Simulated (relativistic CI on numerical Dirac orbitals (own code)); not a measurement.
## Os⁵⁺: L2,3 absorption edge

Computed with this model: Dirac-Coulomb-Breit CI, orbitals from a KLI potential per configuration, model QED, valence Slater integrals scaled by 0.8, multiplet model of core-to-valence dipole absorption; configurations [Xe] 4f14 5d3 → [He] 2s2 2p5 3s2 3p6 3d10 4s2 4p6 4d10 4f14 5s2 5p6 5d4; 300 K; Lorentzian 5 eV and Gaussian 1 eV FWHM. Energies are those of the free ion, without screening or charge transfer. The branching ratio is the share of the lower-energy edge in the whole absorption, uncertain by about 0.02 where the edges overlap. S is read from ⟨S²⟩ = S(S + 1).

Field parameters in Wybourne normalisation: Oh B⁴₀ = 21Dq, B⁴₄ = √(5/14) B⁴₀. The field is a parameter set, without covalency.

Case free ion, the dichroism is that of the ground state at zero temperature, magnetised by exchange field 10 meV on Sz. The dichroism I(Δm = −1) − I(Δm = +1), over the sum of the three polarisations, integrates to 0.0677 on the lower edge and 0.0810 on the upper edge. The branching ratio is 0.864.

Task: Use the orbital sum rule with 7 holes to get ⟨Lz⟩.

Result: For a p → d edge ⟨Lz⟩ = 2 × n_h × (sum of both integrals) in this sign convention = 2.08; the ground state itself has ⟨Lz⟩ = 2.29 and ⟨Sz⟩ = -0.79. The rule assumes one radial integral for both edges, which relativistic orbitals only approach.
